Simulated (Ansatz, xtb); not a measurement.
## C3H9ClSi: 7 structures ranked

7 gas-phase structures of C3H9ClSi, found in a search over its isomers (lower ones may exist). Each was relaxed with GFN2-xTB; where two conformers were screened, the lower at r2SCAN-D4/def2-SVP is listed:

A. `CC[Si@H](C)Cl`, a singlet
B. `CCC[SiH2]Cl`, a singlet
C. `CC(C)[SiH2]Cl`, a singlet
D. `C[C@H](Cl)C[SiH3]`, a singlet
E. `CC(C)([SiH3])Cl`, a singlet
F. `CC[C@H]([SiH3])Cl`, a singlet
G. `C[Si](C)(C)Cl`, a singlet

Question: Estimate their order in r2SCAN-D4/def2-SVP energy at these geometries, lowest first.

Answer: Calculated order at r2SCAN-D4/def2-SVP: G (0.0), A (13.5), B (24.4), C (25.1), D (58.0), E (59.0), F (61.3) kcal/mol. Less than 1 kcal/mol parts B and C, so the order within that pair means little.

Energies above the lowest of each column, in kcal/mol; the last columns are at B3LYP-D3(BJ)/def2-SVP geometries and were run for some of them only (a dash: not run or not comparable):

| structure | GFN2-xTB | HF/STO-3G | r2SCAN-D4/def2-SVP | B3LYP-D3(BJ)/def2-SVP | CCSD(T)/def2-SVP + ΔMP2/def2-TZVPP |
| --- | --- | --- | --- | --- | --- |
| G | 10.5 | 0.0 | 0.0 | 0.0 | 0.0 |
| A | 6.3 | 13.4 | 13.5 | 12.0 | 13.7 |
| B | 0.0 | 24.4 | 24.4 | – | – |
| C | 0.5 | 26.4 | 25.1 | – | – |
| D | 27.0 | 62.8 | 58.0 | – | – |
| E | 26.3 | 63.9 | 59.0 | – | – |
| F | 29.1 | 63.6 | 61.3 | – | – |

CCSD(T)/def2-SVP + ΔMP2/def2-TZVPP puts G lowest of those it was run on; GFN2-xTB picks B. Flexible structures stand in one conformer each, not always the lowest. Frequencies (B3LYP-D3(BJ)/def2-SVP) were run for A, G alone. ΔMP2 is the change of the MP2 energy from the smaller to the larger basis.

Over these structures GFN2-xTB departs from r2SCAN-D4/def2-SVP by 12.5 kcal/mol on average once a common shift is removed. A GFN2-xTB relaxation took about 0.058 s and the r2SCAN-D4/def2-SVP energy about 2.4 s on a shared host (Ansatz 0.2.0, xtb 6.7.1).
